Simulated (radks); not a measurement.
These are the eigenvalues of the occupied orbitals of an atom or ion with whole-number occupations (hartree). All-electron calculation, non-relativistic Kohn-Sham, PBEsol, spin-polarised, spherical densities, point nucleus. Program: a radial shooting solver on a logarithmic mesh with Libxc functionals.

orbital  eigenvalue
1s        -77.67775
2s         -7.75423
2p         -5.98410
3s         -1.67005

Which element is it, and in what charge state? The configuration may be excited. Open shells, if any, are filled with parallel spins first.

Answer. Z = 15, phosphorus, charge +3: P3+ in [Ne] 3s2. The list shows which subshells hold electrons but not how many an open one holds; the 1s level, -77.678 hartree, gives Z - s = 12.5 by -(Z - s)^2/2, which with screening narrows Z to a few neighbours, and the depths of the outer levels then fix element, charge and occupations together.
